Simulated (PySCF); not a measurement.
O₂S₂, SMILES O=[S][S]=O (connectivity only; charge and spin as stated), neutral, multiplicity 1.

Geometry optimised at PBE0-D3(BJ)/def2-SVP. Other conformers were not sampled.

Method: PBE/def2-TZVPD (PySCF).

Isolated molecule, no solvent.

```yaml
total_energy: -946.41408 hartree
point_group: C2v
highest_occupied_level: -6.75 eV
lowest_empty_level: -4.63 eV
orbital_gap: 2.12 eV
dipole_moment: 3.00 D
quadrupole, principal values (traceless, Buckingham form, about the centre of nuclear charge): -1.69, -1.39, 3.08 D·Å
mean_static_polarisability: 53.3 bohr³ (7.89 Å³)
polarisability_principal_values: 34.3, 48.7, 76.8 bohr³
```
